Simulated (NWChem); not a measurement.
Molecule: C3H3NS; SMILES c1cscn1

```xyz
8

C     -0.6906    -1.2356     0.0000
C     -1.2174     0.0280     0.0000
S      0.0541     1.1803     0.0000
C      1.1933    -0.1222     0.0000
N      0.6716    -1.3091     0.0000
H     -1.2828    -2.1527     0.0000
H     -2.2634     0.3299     0.0000
H      2.2673     0.0795     0.0000
```
Atoms are numbered in this order, from 1.

All runs: NWChem. Pople sets run with spherical d functions. Structure relaxed at the PBE0/def2-SVP level. Total energies compare along this basis series because the functional is fixed.

```
level            basis functions  energy (Ha)  highest occupied level (eV)  orbital gap (eV)  dipole (D)
---------------  ---------------  -----------  ---------------------------  ----------------  ----------
PBE0/STO-3G                   32    -562.2047                        -4.98              7.33        2.20
PBE0/3-21G                    55    -565.7695                        -7.42              6.80        1.47
PBE0/6-31G*                   80    -568.6916                        -7.14              6.58        1.46
PBE0/6-31+G*                 100    -568.6992                        -7.35              6.48        1.66
PBE0/6-311G**                116    -568.7594                   (withheld)              6.55        1.48
PBE0/6-311++G**              139    -568.7643                        -7.38              6.46        1.65
```

**Question.** Some entries are withheld; supply them.

**Answer.** 
- PBE0/6-311G**, highest occupied level (eV): -7.30
